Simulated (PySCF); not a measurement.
Consider 2,2,2-trifluoro-N,N-dimethylacetamide, `CN(C)C(=O)C(F)(F)F` (C4H6F3NO). Numbering: `[CH3:1][N:2]([CH3:3])[C:4](=[O:5])[C:6]([F:7])([F:8])[F:9]`

These are calculated values, ωB97X-D3(BJ)/def2-TZVP in PySCF (grid level 2) at geometries from PBE0-D3(BJ)/def2-SVP. ωB97X-D3(BJ) is ωB97X-V with D3(BJ) in place of VV10. Zero-point and thermal terms (298.15 K, 1 bar) come from unscaled GFN2-xTB harmonic frequencies, with soft modes damped to free rotors in the entropy. These were taken at the GFN2-xTB minima.

Problem. Rank these of its sites by proton affinity, highest first.
A. O5 (amide oxygen)
B. N2 (amide nitrogen)

Solution. A (859 kJ/mol), B (803 kJ/mol).

Problem. For N2 (amide nitrogen), what are ΔE (electronic) and ΔG(298 K) of removing the proton again?

Solution. ΔE = 828 and ΔG = 772 kJ/mol, beside ΔH = 803 kJ/mol. The protonated species is `C[NH+](C)C(=O)C(F)(F)F`.

Problem. Of those listed, which site of protonation is favoured in dichloromethane (IEF-PCM), and by how much?

Solution. O5 (amide oxygen), by 34 kJ/mol over N2 (amide nitrogen); the gas phase favours the same one.
